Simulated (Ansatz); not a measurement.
Geometry optimisation of B₃As₃.

```yaml
crystal:
  periodic: [false, false, false]
  atoms:
    - {symbol: B, position_ang: [0.148115, 0.818419, -0.203263]}
    - {symbol: B, position_ang: [-1.214186, -0.274092, -0.354595]}
    - {symbol: B, position_ang: [0.084163, -0.691871, -1.090596]}
    - {symbol: As, position_ang: [-1.249145, 1.065420, 1.169295]}
    - {symbol: As, position_ang: [1.915764, 0.047039, -0.624776]}
    - {symbol: As, position_ang: [0.315290, -0.964915, 1.103935]}
basis:
  gaussian: {orbitals: def2-SVP}
magnetization: {spin_polarized: true, initial_magnetization: 2}
hamiltonian: {xc: r2scan, dispersion: d4}
scf: {lower_state_search: "off"}
output: {orbitals: {seedname: orbitals}}
relax: {f_tol: 0.02, max_steps: 100}
```

```sh
$ ansatz run in.yaml --threads 4 --pin off --events-out ev --progress --plain --max-ram 4787MiB
```

Output, abridged:

```
Functional definition: r2SCAN
mean field -184524.28143632 eV, -6781.1422677346 hartree, gradient 4.4e-6 eV, S^2 2.017818; 0 other end points of the search recorded, 0 dependent functions left out
relax step   1: F+E_penalty+E_count = -184524.34988527 eV  Δ(F+E_penalty+E_count) = +0.000e0 eV  max|allowed force component| = 2.791e0 eV/Å  Δτ_max = 0.0000 Å  (84 SCF iters, accepted)
mean field -184524.59581613 eV, -6781.1538209794 hartree, gradient 4.7e-6 eV, S^2 2.014722; 0 other end points of the search recorded, 0 dependent functions left out
relax step   2: F+E_penalty+E_count = -184524.66433567 eV  Δ(F+E_penalty+E_count) = -3.145e-1 eV  max|allowed force component| = 1.328e0 eV/Å  Δτ_max = 0.0815 Å  (30 SCF iters, accepted)
mean field -184524.66723360 eV, -6781.1564455232 hartree, gradient 6.8e-6 eV, S^2 2.014092; 0 other end points of the search recorded, 0 dependent functions left out
relax step   3: F+E_penalty+E_count = -184524.73592402 eV  Δ(F+E_penalty+E_count) = -7.159e-2 eV  max|allowed force component| = 1.337e-1 eV/Å  Δτ_max = 0.0533 Å  (26 SCF iters, accepted)
mean field -184524.66986538 eV, -6781.1565422393 hartree, gradient 2.0e-6 eV, S^2 2.013733; 0 other end points of the search recorded, 0 dependent functions left out
relax step   4: F+E_penalty+E_count = -184524.73859412 eV  Δ(F+E_penalty+E_count) = -2.670e-3 eV  max|allowed force component| = 4.289e-2 eV/Å  Δτ_max = 0.0095 Å  (25 SCF iters, accepted)
mean field -184524.67011511 eV, -6781.1565514165 hartree, gradient 2.2e-6 eV, S^2 2.013631; 0 other end points of the search recorded, 0 dependent functions left out
relax step   5: F+E_penalty+E_count = -184524.73884345 eV  Δ(F+E_penalty+E_count) = -2.493e-4 eV  max|allowed force component| = 1.922e-2 eV/Å  Δτ_max = 0.0038 Å  (25 SCF iters, accepted)
Total energy: -184524.73885397 eV, -6781.1590775231 hartree
Atom 0 at     0.096723     0.833317    -0.300192 Å, force    -0.004508    -0.019216    -0.010723 eV/Å
Atom 1 at    -1.296689    -0.299108    -0.330216 Å, force     0.009101     0.012938     0.000503 eV/Å
Atom 2 at     0.127283    -0.752872    -1.140509 Å, force    -0.006012     0.004951     0.013360 eV/Å
Atom 3 at    -1.134382     1.101384     1.216476 Å, force    -0.005064    -0.001491     0.002252 eV/Å
Atom 4 at     1.921993     0.116644    -0.518651 Å, force     0.003463     0.003278     0.002793 eV/Å
Atom 5 at     0.285072    -0.999366     1.073093 Å, force     0.003021    -0.000460    -0.008185 eV/Å
Dipole moment:     0.159707     0.119751     0.211321 e Å
Checks for a lower state left out: stability, starts, cluster_reference, orbital_swaps, neighbouring_geometries, increment
```

Run time 32 s (4 threads of Arm Neoverse V2 on a shared host).

The relaxation made no stability test and no search for a lower SCF solution. At r2SCAN-D4/def2-SVP a singlet of charge 0 lies 1.67 eV below the triplet, each at its own geometry. The structure comes from a short search, and lower isomers may exist.
